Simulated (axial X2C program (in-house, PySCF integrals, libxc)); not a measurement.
Spin–orbit effects along a row: molecules with Sn, PBE0

Computed with an axial X2C code built on PySCF integrals, spin-free (one-electron X2C) or two-component (2c: spin–orbit coupling with atomic mean-field Coulomb and Gaunt terms, which also bring small scalar terms), in Dyall basis sets with cores contracted in-house; open shells are unrestricted.

Basis sets: Al dyall-v3z, Cl dyall-av3z, Mg dyall-cv3z, Na dyall-cv3z, S dyall-av3z, Sn dyall-cv3z.

| molecule | spin-free state | Re (Å) | ωe (cm⁻¹) | De (eV) | 2c state | Re 2c (Å) | ωe 2c (cm⁻¹) | De 2c (eV) |
| --- | --- | --- | --- | --- | --- | --- | --- | --- |
| NaSn | M_S = 3/2, Λ = 0 | 2.911 | 183.8 | 1.20 | Ω = 3/2 | 2.916 | 182.7 | n/a |
| MgSn | ? | ? | ? | ? | ? | ? | ? | ? |
| AlSn | M_S = 3/2, Λ = 0 | 2.659 | 264.1 | 2.24 | Ω = 3/2 | 2.660 | 262.3 | n/a |
| SnS | M_S = 0, Λ = 0 | 2.207 | 500.3 | 4.95 | Ω = 0 | 2.208 | 499.2 | n/a |
| SnCl | M_S = 1/2, Λ = 1 | 2.373 | 346.7 | 3.91 | Ω = 1/2 | 2.377 | 344.2 | n/a |

(1) Estimate the 2c Re and ωe of MgSn as the mean of its neighbours in the table.

Each entry is the lowest single determinant of a limited PBE0 search at one distance. De goes to single-determinant-based atoms at the same level (for ions the charge split of lowest energy) and is withheld (n/a) where an atom does not fit its ground term or J level. Main or longest-lived isotopes. One determinant is a doubtful description, or other states lie close, for NaSn, MgSn, AlSn; these need not be ground states, and all values refer to the states named. Some open-shell Ω = 0 determinants are out of reach, so the Ω given for MgSn need not be the lowest component. With several unpaired electrons the Ω given is that of one determinant, not necessarily of the lowest component. The functionals have no current term, which raises determinants with orbital currents.

Answers

(1) Re ≈ 2.788 Å, ωe ≈ 222.5 cm⁻¹. The PBE0 runs give the row below, so the estimate misses by 0.018 Å and 3.6 cm⁻¹.

```csv
molecule,spin-free state,Re (Å),ωe (cm⁻¹),De (eV),2c state,Re 2c (Å),ωe 2c (cm⁻¹),De 2c (eV)
MgSn,"M_S = 1, Λ = 0",2.765,221.4,0.94,Ω = 1,2.770,218.9,n/a
```
